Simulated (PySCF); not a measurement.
Molecule: SMILES COc1ccsc1, C$_{5}$H$_{6}$OS.

Geometry:
```csv
atom,x (Å),y (Å),z (Å)
C1,1.989,-0.263,-0.266
O2,0.860,0.558,-0.360
C3,-0.337,-0.042,-0.249
C4,-1.529,0.744,-0.309
C5,-2.654,-0.019,-0.178
S6,-2.286,-1.684,0.021
C7,-0.592,-1.384,-0.073
H8,2.010,-1.018,-1.073
H9,2.030,-0.786,0.706
H10,2.869,0.385,-0.361
H11,-1.518,1.825,-0.444
H12,-3.691,0.314,-0.186
H13,0.114,-2.207,0.007
```

Geometry PBE0-D3(BJ)/def2-SVP throughout; GIAO in PySCF, gas phase, one conformer, non-relativistic; equivalent atoms averaged; functional PBE0.

(1) How do the absolute shieldings σ depend on the basis set? (a selection of nuclei; ppm; last column core-seconds on shared hosts with different chips, so compare them loosely)

(2) Which nucleus among those listed moves most, in ppm?

(3) Taking the largest basis, IGLO-III (314 functions), as the yardstick, rank the others by their worst heavy-atom deviation.

Answers

(1) 
| basis set | functions | C3 | C5 | C7 | C4 | C1 | O2 | H12 | H13 | H8/H9/H10 | core-s |
| --- | --- | --- | --- | --- | --- | --- | --- | --- | --- | --- | --- |
| STO-3G | 45 | 113.0 | 117.4 | 134.1 | 134.6 | 185.0 | 313.1 | 26.30 | 27.46 | 30.03 | 4 |
| pcSseg-0 | 79 | 24.0 | 51.1 | 81.3 | 62.6 | 133.7 | 245.7 | 26.13 | 27.42 | 28.75 | 5.6 |
| 6-31G | 79 | 48.2 | 71.6 | 98.0 | 82.9 | 145.8 | 247.2 | 25.65 | 26.82 | 28.67 | 7.9 |
| 6-31G* | 114 | 46.3 | 72.5 | 100.1 | 81.2 | 140.9 | 252.8 | 25.18 | 26.43 | 28.29 | 12 |
| cc-pVDZ | 132 | 41.5 | 69.3 | 98.9 | 79.1 | 143.4 | 248.7 | 24.36 | 25.62 | 27.76 | 14 |
| def2-SVP | 132 | 39.9 | 66.9 | 96.2 | 77.3 | 140.9 | 253.7 | 24.61 | 25.86 | 27.86 | 14 |
| pcSseg-1 | 156 | 20.2 | 51.7 | 84.7 | 59.8 | 128.3 | 235.1 | 24.27 | 25.51 | 27.59 | 18 |
| aug-cc-pVDZ | 219 | 39.4 | 67.7 | 97.7 | 78.7 | 141.9 | 248.6 | 24.10 | 25.21 | 27.59 | 30 |
| 6-311+G(2d,p) | 233 | 24.2 | 55.6 | 87.4 | 64.2 | 131.7 | 233.9 | 24.23 | 25.39 | 27.83 | 30 |
| def2-TZVP | 259 | 22.0 | 54.9 | 87.9 | 63.1 | 130.6 | 234.7 | 24.23 | 25.39 | 27.82 | 43 |
| cc-pVTZ | 298 | 24.3 | 55.9 | 88.5 | 64.6 | 131.8 | 235.5 | 24.07 | 25.21 | 27.64 | 48 |
| IGLO-III | 314 | 16.1 | 48.8 | 81.8 | 57.6 | 126.8 | 233.0 | 24.13 | 25.23 | 27.66 | 50 |

(2) C3 (aromatic carbon bearing oxygen): from 16.1 ppm with IGLO-III to 113.0 ppm with STO-3G. The smallest spread is 2.22 ppm, at H12. Proton shifts span only some 12 ppm, so a few tenths of a ppm matter as much there as several ppm in carbon.

(3) pcSseg-1 4.1 ppm (156 functions), def2-TZVP 6.1 ppm (259 functions), 6-311+G(2d,p) 8.1 ppm (233 functions), cc-pVTZ 8.2 ppm (298 functions), pcSseg-0 12.7 ppm (79 functions), aug-cc-pVDZ 23.3 ppm (219 functions), def2-SVP 23.8 ppm (132 functions), cc-pVDZ 25.4 ppm (132 functions), 6-31G* 30.2 ppm (114 functions), 6-31G 32.1 ppm (79 functions), STO-3G 96.9 ppm (45 functions).

A small basis that lands close on one nucleus may do so by chance; judge by the trend and by all nuclei.
